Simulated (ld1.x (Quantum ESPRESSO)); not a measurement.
## Which change was made? (Os, RRKJ)

- Element: Os
- Generator: ld1.x (Quantum ESPRESSO) 7.5
- Type: norm-conserving RRKJ (Kleinman–Bylander form)
- Functional: LDA (PZ)
- Relativity: fully relativistic
- Frozen core: [Xe] 4f14
- Valence charge: 8
- Reference configuration: 5d6 6s0 6p0 (charge +2)
- Partial waves: 6p (bound, empty): rc 2.25 bohr; 5d (bound): rc 2.45 bohr; 6s (bound, empty): rc 2.55 bohr
- Local potential: the s channel
- Core correction: a·sin(br)/r model core, default radius (core density twice the valence density)
- rho0: 0.02

Open shells are filled in proportion to 2j + 1 (rel_dist='average').

Cutoffs, loose and tight: the cutoffs (Ry, on a coarse ladder) from which the occupation-weighted sum of valence levels, in a spherical-Bessel basis at the reference potential, stays within 10 and 1 mRy of its value at 400 Ry. They do not see the model core or the augmentation charge, which bear on the density cutoff. Test errors are all-electron minus pseudo excitation energies from the reference, over the configurations 5d6 6s2 6p0; 5d6 6s1 6p0; 5d5 6s0 6p0; 5d6 6s0 6p1; 5d7 6s0 6p0; 5d7 6s1 6p0; 5d5 6s2 6p1; variants that change the core or the reference have their own tests.

The base gives: outcome: generated; cutoff, loose: 30 Ry; cutoff, tight: 30 Ry; bound ghosts: p3/2; largest test error (meV): -101.

Task: After one change the result is: outcome: generated; cutoff, loose: 35 Ry; cutoff, tight: 40 Ry; bound ghosts: p3/2; largest test error (meV): -150. Which change was it?
A. wave 5d (bound): rc 2.45 bohr becomes 5d (bound): rc 1.92 bohr
B. wave 5d (bound): rc 2.45 bohr becomes 5d (bound): rc 2.96 bohr
C. wave 5d (bound): rc 2.45 bohr becomes 5d (bound): rc 3.46 bohr

Result: A. The others give: wave 5d (bound): rc 2.45 bohr becomes 5d (bound): rc 2.96 bohr → outcome: generated; cutoff, loose: 18 Ry; cutoff, tight: 25 Ry; bound ghosts: p3/2; largest test error (meV): -66 | wave 5d (bound): rc 2.45 bohr becomes 5d (bound): rc 3.46 bohr → outcome: generated; cutoff, loose: 15 Ry; cutoff, tight: 21 Ry; bound ghosts: p3/2; largest test error (meV): +203.
